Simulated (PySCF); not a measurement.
C2H2F, SMILES [C](F)=C, multiplicity 2. Atoms are numbered in the order given.

```xyz
5

C     -0.1191    -1.1975     0.0000
C      0.4279    -0.0072     0.0000
F     -0.1285     1.1799     0.0000
H     -1.1996    -1.3118     0.0000
H      0.5029    -2.0794     0.0000
```
Charge 0, spin multiplicity 2.

Geometry: B3LYP-D3(BJ)/def2-TZVP. The isomer is the one that the SMILES or the coordinates give; other isomers of the formula were not compared.

Method: SMD-M06-2X/def2-SVP (PySCF).

Solvation free energies are E(SMD) − E(gas) at the gas-phase geometry, for 1 M in both phases. In vacuum the dipole moment is 1.03 D.

Problem. Estimate the solvation free energies in water, toluene, ethanol. (An estimate is asked for; the answer gives what the named calculation found.)

Solution. 
| solvent | ΔG(solv) (kcal/mol) | its non-electrostatic (CDS) part | dipole (D) |
|---|---|---|---|
| water | 2.6 | 4.3 | 1.35 |
| toluene | 0.3 | 1.1 | 1.18 |
| ethanol | 0.6 | 2.3 | 1.33 |
